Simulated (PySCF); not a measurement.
1-bromo-1,1-difluoroethane (C2H3BrF2), SMILES FC(Br)(F)C. Atoms are numbered in the order given.

```xyz
8

C     -1.2971     1.4466     0.0000
C      0.0662     0.8211     0.0000
F      0.7656     1.1897     1.0770
F      0.7656     1.1897    -1.0770
Br    -0.0435    -1.1384     0.0000
H     -1.8511     1.1425     0.8961
H     -1.8511     1.1425    -0.8961
H     -1.1689     2.5394     0.0000
```
Charge 0, spin multiplicity 1.

Geometry optimised at PBE0-D3(BJ)/def2-SVP.

Two levels are set side by side: PBE/pcSseg-1 (PySCF) and HF/pcSseg-1 (PySCF). GIAO shifts against CFCl3 (¹⁹F), TMS (¹H), TMS (¹³C) at the same level; non-relativistic, no solvent, atoms listed together averaged. Without spin–orbit terms, shifts of atoms bonded to Cl or Br come out too high at both levels. Differences are taken from unrounded values.

```tsv
quantity	HF	PBE	PBE minus HF
δ(¹³C) of C1 (ppm)	34.2	36.7	2.5
δ(¹³C) of C2 (ppm)	123.1	148.7	25.6
δ(¹⁹F) of F3, F4 (ppm)	-40.3	-68.1	-27.9
δ(¹H) of H6, H7, H8 (ppm)	2.42	2.35	-0.07
```

Rough cost on one machine, each run with all the roots and properties that it gave: HF against PBE within a factor of 2.
